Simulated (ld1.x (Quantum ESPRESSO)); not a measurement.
## Be (Z = 4): excitation energies, all-electron against TM

| Quantity | Value |
| --- | --- |
| Element | Be |
| Generator | ld1.x (Quantum ESPRESSO) 7.5 |
| Type | norm-conserving Troullier–Martins (Kleinman–Bylander form) |
| Functional | BLYP |
| Relativity | scalar-relativistic |
| Frozen core | [He] |
| Valence charge | 2 |
| Reference configuration | 2s2 2p0 |
| Partial waves | 2p (bound, empty): rc 4.20 bohr; 2s (bound): rc 1.35 bohr |
| Local potential | the s channel |
| Core correction | Bessel-smoothed model core inside 1.00 bohr |

Energies are relative to the spin-unpolarised reference configuration 2s2 2p0; without spin polarisation the order of configurations can differ from experiment.

| valence configuration | charge | ΔE all-electron (eV) | error AE − PS (meV) |
| --- | --- | --- | --- |
| 2s1.5 2p0 | +0.5 | 3.695 | +1.3 |
| 2s1 2p1 | 0 | 3.569 | -23 |
| 2s0 2p2 | 0 | 7.183 | -92 |
| 2s0 2p1 | +1 | 13.307 | -216 |

(1) What are ΔE and the potential's error for 2s1 2p0?

Levels in the configuration 2s1 2p1:

```tsv
level	all-electron (eV)	pseudo (eV)
2s	-6.019	-6.103
2p	-2.425	-2.462
```

## Answers

(1) ΔE = 9.439 eV all-electron; the error (AE − PS) is +6.9 meV.
